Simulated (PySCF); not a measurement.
## BBr⁻ from Hartree–Fock to correlated methods

State: ²Π (doublet), unpaired electrons π ↑. Set-up: B aug-cc-pVDZ, Br aug-cc-pVDZ-PP with ECP10; scalar-relativistic core potentials (PySCF 2.14). De refers to B + Br⁻ in their high-spin ground configurations, without counterpoise correction. The functionals are run spin-unrestricted. A positive dipole points towards Br; it is taken about the centre of mass and depends on that origin.

```json
{"Level": "UHF", "Re (Å)": "2.275", "ωe (cm⁻¹)": "251", "De (eV)": "n/a", "μ (D)": "4.64", "CPU s a point (SCF and correlation, without the integrals)": "0.22"}
{"Level": "UHF-MP2", "Re (Å)": "2.127", "ωe (cm⁻¹)": "383", "De (eV)": "1.10", "μ (D)": "n/a", "CPU s a point (SCF and correlation, without the integrals)": "0.38"}
{"Level": "UHF-SCS-MP2", "Re (Å)": "2.149", "ωe (cm⁻¹)": "360", "De (eV)": "0.98", "μ (D)": "n/a", "CPU s a point (SCF and correlation, without the integrals)": "n/a"}
{"Level": "PBE", "Re (Å)": "2.110", "ωe (cm⁻¹)": "410", "De (eV)": "1.66", "μ (D)": "6.53", "CPU s a point (SCF and correlation, without the integrals)": "0.78"}
{"Level": "PW91", "Re (Å)": "2.112", "ωe (cm⁻¹)": "406", "De (eV)": "1.65", "μ (D)": "6.44", "CPU s a point (SCF and correlation, without the integrals)": "0.54"}
{"Level": "BLYP", "Re (Å)": "2.154", "ωe (cm⁻¹)": "364", "De (eV)": "1.35", "μ (D)": "6.31", "CPU s a point (SCF and correlation, without the integrals)": "0.51"}
{"Level": "r²SCAN", "Re (Å)": "2.119", "ωe (cm⁻¹)": "398", "De (eV)": "1.52", "μ (D)": "6.32", "CPU s a point (SCF and correlation, without the integrals)": "1"}
{"Level": "B3LYP", "Re (Å)": "2.146", "ωe (cm⁻¹)": "367", "De (eV)": "1.25", "μ (D)": "6.01", "CPU s a point (SCF and correlation, without the integrals)": "0.91"}
{"Level": "PBE0", "Re (Å)": "2.110", "ωe (cm⁻¹)": "407", "De (eV)": "1.47", "μ (D)": "6.17", "CPU s a point (SCF and correlation, without the integrals)": "1.5"}
{"Level": "ωB97X", "Re (Å)": "2.121", "ωe (cm⁻¹)": "390", "De (eV)": "1.23", "μ (D)": "5.95", "CPU s a point (SCF and correlation, without the integrals)": "1"}
```

The bond length runs from 2.110 Å (PBE) to 2.275 Å (UHF). De spans 0.98 eV (UHF-SCS-MP2, perturbation theory) to 1.66 eV (PBE, GGA).

Correlated steps freeze 5 core orbitals. Correlated levels converge slowly with the basis: in double zeta they bind strong bonds too weakly, by up to about 1 eV, and carry superposition errors of some tenths. Spin–orbit coupling is left out. For an ion De counts to the pair picked by the measured ionisation energies or electron affinities, which need not be the lowest pair at this level. The highest Kohn–Sham level is positive in this anion. Much of that is self-interaction error, but it also means that the finite basis helps to hold the extra electron. The state was picked by a PBE0 search and need not be the measured ground state.

The whole job (state search and all levels along the bond) took about 2.4 min on 1 thread of Arm Neoverse V1 (shared host), peak memory 0.79 GiB.
